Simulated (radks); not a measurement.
Q: Species: neutral iodine. Configuration: [Kr] 4d8 5s2 5p5 6s2 (not the ground configuration). Method: Dirac Kohn-Sham, BP86, spin-unpolarised, spherical densities, point nucleus; open shells fill j = l - 1/2 first; computed with a radial shooting solver on a logarithmic mesh with Libxc functionals.

Spin-orbit splittings of the eigenvalues, e(l+1/2) - e(l-1/2), with zeta = 2 splitting/(2l+1) and mean radii in bohr:

| shell | occ. | splitting (eV) | zeta (eV) | <r> j=l-1/2 | <r> j=l+1/2 |
|---|---|---|---|---|---|
| 2p | 6 | 298.8 | 199.2 | 0.09845 | 0.1041 |
| 3p | 6 | 56.30 | 37.53 | 0.3039 | 0.3154 |
| 3d | 10 | 11.85 | 4.738 | 0.2862 | 0.2899 |
| 4p | 6 | 11.34 | 7.562 | 0.7618 | 0.7883 |
| 4d | 8 | 1.861 | 0.7442 | 0.8800 | 0.8898 |
| 5p | 5 | ? | ? | 2.036 | 2.118 |
| 5d | 0 | 0.09449 | 0.03780 | 3.723 | 3.793 |
| 6p | 0 | 0.1224 | 0.08157 | 6.407 | 6.632 |

Estimate the 5p splitting.

A: 1.543 eV (zeta = 1.029 eV).
